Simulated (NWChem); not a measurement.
System: C$_{3}$H$_{3}$NS; SMILES s1cncc1

```xyz
8

C     -0.6817    -1.2427     0.0000
C     -1.2136     0.0187     0.0000
S      0.0532     1.1762     0.0000
C      1.1977    -0.1217     0.0000
N      0.6808    -1.3107     0.0000
H     -1.2701    -2.1622     0.0000
H     -2.2609     0.3163     0.0000
H      2.2708     0.0844     0.0000
```
Atoms are numbered in this order, from 1.

Level: PBE0/def2-SVP (NWChem), optimised geometry, unscaled harmonic frequencies. 

Question: List the harmonic frequencies with IR intensities, and the thermochemistry.

Answer: 
```tsv
frequency (cm⁻¹)	IR intensity (km/mol)
484	0.0
631	1.0
634	16.5
743	23.3
777	0.4
817	41.9
884	48.1
899	3.8
926	0.0
1071	7.3
1168	8.8
1257	11.4
1379	3.8
1488	19.0
1569	33.1
3242	2.1
3245	1.2
3291	3.2
```

```json
{
  "zero_point_energy": "35.0 kcal/mol",
  "thermal correction to the enthalpy at 298.15 K (with zero-point energy)": "38.0 kcal/mol",
  "heat capacity Cv": "13.7 cal/(mol K)",
  "entropy at 298.15 K and 1 atm (symmetry number 1)": "67.1 cal/(mol K)",
  "dipole_moment": "1.55 D"
}
```

Rigid rotor and harmonic oscillator.
